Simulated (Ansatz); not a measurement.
W(NH)2Br2 (WBr₂N₂H₂), relaxed as a singlet with RKS PBE-D4/def2-SVP in Ansatz, starting from the GFN2-xTB geometry. Force threshold 0.02 eV/Å.

In the def2 sets W takes a core potential; there is no spin–orbit coupling. The restricted singlet is unstable towards broken spin symmetry in Hartree–Fock (as tested in another run); at PBE-D4/def2-SVP this wasn't settled.

Start:

| atom | x (Å) | y (Å) | z (Å) |
| --- | --- | --- | --- |
| W1 | 0.124 | 0.335 | 0.024 |
| N2 | 0.931 | -0.932 | -0.931 |
| H3 | 1.205 | -1.799 | -1.397 |
| N4 | -1.357 | -0.203 | 0.850 |
| H5 | -2.152 | -0.728 | 1.217 |
| Br6 | -0.426 | 2.171 | -1.438 |
| Br7 | 1.675 | 1.157 | 1.675 |

(1) Estimate the energy that the relaxation releases and the steps that it takes.

(2) Does the start keep its bonding and symmetry?

(3) Predict the relaxed structure.

## Answers

(1) 13.5 kJ/mol, in 9 steps; 17 s on 2 threads of AMD EPYC 7R13 on a shared host. No frequencies were taken in this run, so the end may be a saddle point.

(2) By distances, no bond broke or formed. The bond that changes most is W1–Br7, from 2.41 to 2.45 Å (atoms count from 1). Point group C2v at the start, C2v at the end, both within 0.05 Å.

(3) 
```
atom   x (Å)   y (Å)   z (Å)
  W1   0.165   0.439   0.031
  N2   0.911  -0.855  -0.893
  H3   0.984  -1.812  -1.253
  N4  -1.289  -0.153   0.820
  H5  -1.988  -0.864   1.061
 Br6  -0.524   2.168  -1.562
 Br7   1.741   1.078   1.794
```
Bond lengths: 2 × N–W 1.76 Å; 2 × Br–W 2.45 Å; 2 × H–N 1.02 Å.
